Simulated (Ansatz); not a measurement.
In₂N, relaxed as a quartet with UKS PBE-D4/def2-TZVP in Ansatz, starting from the PBE-D4/def2-TZVP geometry of the neutral doublet. Force threshold 0.02 eV/Å.

In the def2 sets In takes a core potential; there is no spin–orbit coupling. The relaxation made no stability test and no search for a lower SCF solution. At PBE-D4/def2-TZVP a doublet of charge 0 lies 2.62 eV below the quartet, each at its own geometry. The structure comes from a short search, and lower isomers may exist.

Start:

```xyz
3

In   -0.156   -1.583    1.192
In    0.158    1.579   -1.196
N    -0.002    0.003    0.004
```

```
step  energy (eV)  largest force component (eV/Å)  SCF passes
   1  -11833.5117                           2.136          55
   2  -11833.7840                           0.575          22
   3  -11833.8153                           0.085          23
   4  -11833.8162                           0.002          24
```

Force components are those of the run's own axes.

End:

```
atom   x (Å)   y (Å)   z (Å)
 In1  -0.169  -1.708   1.289
 In2   0.170   1.707  -1.291
  N3  -0.001   0.001   0.002
```

By distances, no bond broke or formed. The bond that changes most is In2–N3, from 1.99 to 2.15 Å (atoms count from 1).

No frequencies were taken in this run, so the end may be a saddle point.

It took 4 s on 4 threads of Arm Neoverse V2 on a shared host.
